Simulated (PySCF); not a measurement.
Job file and geometry (Å, from GFN2-xTB) of an NMR shielding run on `C/C(=C/F)[SiH]1SCSCS1`, C₅H₉FS₃Si, GIAO PBE0/pcSseg-1 NMR shielding, non-relativistic, gas phase in PySCF; density fitting, a coarse starting grid and PySCF grid level 2 are the driver's defaults:

```
$ OMP_NUM_THREADS=1 python probes_run.py task.json out

{"job": {"kind": "nmr", "xc": "PBE0", "basis": "pcSseg-1"}, "charge": 0, "multiplicity": 1}
C      2.336926    -0.652168    -1.136248
C      1.959872     0.166064     0.055228
C      2.870936     0.775647     0.790719
F      2.536809     1.514492     1.865560
Si     0.150747     0.328039     0.515921
S     -0.856558     1.214159    -1.173806
C     -2.583467     0.963795    -0.638870
S     -3.144794    -0.755881    -0.578178
C     -2.375219    -1.294993     0.968748
S     -0.590286    -1.665745     0.879701
H      1.858430    -0.249400    -2.027840
H      3.414074    -0.660486    -1.284530
H      1.988278    -1.675526    -1.005478
H      3.940738     0.761994     0.634886
H     -0.172520     1.134327     1.686819
H     -3.201394     1.455086    -1.385928
H     -2.730701     1.423764     0.336508
H     -2.550496    -0.544114     1.736819
H     -2.861177    -2.229804     1.235759
```

Question: Write the output of this run.

Answer: 
```
coarse grid: 18592 points
cycle   1  E = -1778.7907170597  dE =  1.276e+00  |g| = 5.398e-01  |ddm| = 4.254e+00
cycle   2  E = -1778.7565723501  dE =  3.414e-02  |g| = 6.938e-01  |ddm| = 1.154e+00
cycle   3  E = -1778.8546787512  dE = -9.811e-02  |g| = 9.196e-02  |ddm| = 6.506e-01
cycle   4  E = -1778.8561832939  dE = -1.505e-03  |g| = 5.149e-02  |ddm| = 1.302e-01
cycle   5  E = -1778.8568093982  dE = -6.261e-04  |g| = 1.144e-02  |ddm| = 5.714e-02
cycle   6  E = -1778.8568346718  dE = -2.527e-05  |g| = 4.140e-03  |ddm| = 1.369e-02
cycle   7  E = -1778.8568381308  dE = -3.459e-06  |g| = 9.629e-04  |ddm| = 4.521e-03
final grid: 163160 points
cycle   8  E = -1778.9299791685  dE = -4.198e-05  |g| = 1.145e-02  |ddm| = 3.512e-02
cycle   9  E = -1778.9299575824  dE =  2.159e-05  |g| = 1.517e-02  |ddm| = 2.174e-02
cycle  10  E = -1778.9300093296  dE = -5.175e-05  |g| = 1.545e-03  |ddm| = 1.265e-02
cycle  11  E = -1778.9300098091  dE = -4.795e-07  |g| = 2.262e-04  |ddm| = 1.661e-03
cycle  12  E = -1778.9300098156  dE = -6.459e-09  |g| = 1.323e-04  |ddm| = 3.661e-04
cycle  13  E = -1778.9300098199  dE = -4.295e-09  |g| = 4.350e-05  |ddm| = 1.798e-04
cycle  14  E = -1778.9300098203  dE = -4.857e-10  |g| = 5.770e-06  |ddm| = 4.329e-05
converged SCF energy = -1778.9300098203

GIAO shielding tensors (ppm)
atom      isotropic    diamagn.    paramagn.     s11        s22        s33       span
  0 C      172.203     243.496     -71.293    161.300    168.798    186.512     25.212
  1 C       70.717     265.908    -195.191    -35.424     86.967    160.609    196.033
  2 C       21.682     243.546    -221.864    -81.176     66.776     79.446    160.623
  3 F      264.091     475.130    -211.039    155.756    281.817    354.699    198.943
  4 Si     354.246     880.203    -525.957    333.580    351.606    377.551     43.971
  5 S      598.953    1058.820    -459.866    389.767    681.167    725.926    336.158
  6 C      141.432     251.585    -110.153    110.184    145.795    168.318     58.134
  7 S      453.771    1053.753    -599.982    302.243    484.366    574.705    272.463
  8 C      141.430     251.597    -110.167    110.132    145.828    168.330     58.198
  9 S      599.126    1058.752    -459.626    390.509    680.963    725.905    335.396
 10 H       29.738      28.772       0.965     24.203     30.125     34.885     10.681
 11 H       30.184      28.180       2.003     25.603     28.083     36.865     11.262
 12 H       29.738      28.697       1.041     24.193     30.147     34.873     10.680
 13 H       24.687      28.609      -3.922     21.557     24.219     28.285      6.727
 14 H       25.059      29.958      -4.899     22.390     22.470     30.318      7.928
 15 H       27.647      29.276      -1.629     20.493     27.025     35.422     14.929
 16 H       27.521      29.985      -2.465     21.324     27.845     33.393     12.070
 17 H       27.515      29.948      -2.433     21.305     27.847     33.394     12.089
 18 H       27.648      29.233      -1.585     20.490     27.029     35.424     14.935
```

Question: Turn these shieldings into chemical shifts. Shifts are taken against calculated references (same method and geometry level): TMS for ¹³C (σ = 186.93 ppm), ²⁹Si (σ = 349.16 ppm), ¹H (σ = 31.72 ppm); ¹⁹F (σ = 170.95 ppm) against CFCl3; ³³S (σ = 503.73 ppm) against CS2.

Answer: Averaging equivalent atoms: C 2: 165.2; C 1: 116.2; C 6/8: 45.5; C 0: 14.7; F 3: -93.1; Si 4: -5.1; S 7: 50; S 5/9: -95; H 13: 7.03; H 14: 6.66; H 16/17: 4.20; H 15/18: 4.07; H 10/11/12: 1.83 ppm. Unscaled 19F shifts against computed CFCl3 carry errors that often reach 10 to 50 ppm.

Size and cost of the density-fitted run: 243 basis functions, 120 s wall time on 1 thread of an Arm Neoverse N1, shared host; peak memory 1.1 GiB.
